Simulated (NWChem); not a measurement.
CH$_{4}$AlClO; SMILES [Cl][Al]([CH3])[OH]

```xyz
8

Al    -0.0494    -0.4249     0.0502
Cl     0.0036     1.6561     0.4959
C      1.5739    -1.4956     0.0084
H      1.3474    -2.5393    -0.2339
H      2.0885    -1.4720     0.9762
H      2.2793    -1.1152    -0.7399
O     -1.5701    -1.1333    -0.2724
H     -2.3832    -0.6128    -0.2550
```
Atoms are numbered in this order, from 1.

Computed with NWChem. All runs use the structure optimised with B3LYP/6-31G* (spherical d). GIAO values for the isolated, static molecule; σ is the absolute isotropic shielding, δ = σ(reference) − σ with the isolated reference molecule computed at the same levels (13C: tetramethylsilane, 1H: tetramethylsilane, 17O: water).

Q: Among these, which level gives the highest value of “σ Cl2 (ppm)”?
A) LDA (Slater exchange, VWN5)/pcSseg-1
B) BHandHLYP/pcSseg-1
C) KT2/pcSseg-1

A: B, BHandHLYP/pcSseg-1. Values: LDA (Slater exchange, VWN5)/pcSseg-1 874.6; KT2/pcSseg-1 901.3; BHandHLYP/pcSseg-1 949.0
